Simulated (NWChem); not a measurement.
# How basis sets differ on C3H10Si (trimethylsilane)

C3H10Si has 14 atoms, charge 0, and is taken as a singlet. As SMILES, `C[SiH](C)C`. Geometry: relaxed at PBE0-D4/def2-TZVP.

```jsonl
{"atom": "C", "x (Å)": "-0.9568", "y (Å)": "1.0826", "z (Å)": "-1.0384"}
{"atom": "Si", "x (Å)": "-0.3388", "y (Å)": "-0.0146", "z (Å)": "0.3489"}
{"atom": "C", "x (Å)": "1.2394", "y (Å)": "0.6841", "z (Å)": "1.0778"}
{"atom": "C", "x (Å)": "-0.0513", "y (Å)": "-1.7567", "z (Å)": "-0.2776"}
{"atom": "H", "x (Å)": "-1.8881", "y (Å)": "0.6972", "z (Å)": "-1.4609"}
{"atom": "H", "x (Å)": "-1.1459", "y (Å)": "2.0987", "z (Å)": "-0.6831"}
{"atom": "H", "x (Å)": "-0.2216", "y (Å)": "1.1413", "z (Å)": "-1.8459"}
{"atom": "H", "x (Å)": "-1.3795", "y (Å)": "-0.0593", "z (Å)": "1.4204"}
{"atom": "H", "x (Å)": "2.0290", "y (Å)": "0.7335", "z (Å)": "0.3228"}
{"atom": "H", "x (Å)": "1.6018", "y (Å)": "0.0635", "z (Å)": "1.9012"}
{"atom": "H", "x (Å)": "1.0818", "y (Å)": "1.6941", "z (Å)": "1.4643"}
{"atom": "H", "x (Å)": "-0.9688", "y (Å)": "-2.1840", "z (Å)": "-0.6898"}
{"atom": "H", "x (Å)": "0.7069", "y (Å)": "-1.7673", "z (Å)": "-1.0657"}
{"atom": "H", "x (Å)": "0.2919", "y (Å)": "-2.4131", "z (Å)": "0.5260"}
```

Quantity: the lowest excitation energy, in eV. The values are calculated.

| level | kind | program | value (eV) | CPU time |
| --- | --- | --- | --- | --- |
| TDA-B3LYP/6-31G | perturbation theory | NWChem | 9.36 | 98 s |
| TDA-B3LYP/STO-3G | perturbation theory | NWChem | 14.21 | 47 s |
| TDA-B3LYP/3-21G | perturbation theory | NWChem | 9.72 | 86 s |
| TDA-B3LYP/6-31G* (spherical functions) | perturbation theory | NWChem | 9.13 | 2.8 min |
| TDA-B3LYP/6-31G** (spherical functions) | perturbation theory | NWChem | 9.12 | 4 min |

The values span 9.12 to 14.21 eV. Times are those of the runs behind each value, whatever else they computed, on shared processors of several kinds: orders of magnitude only.
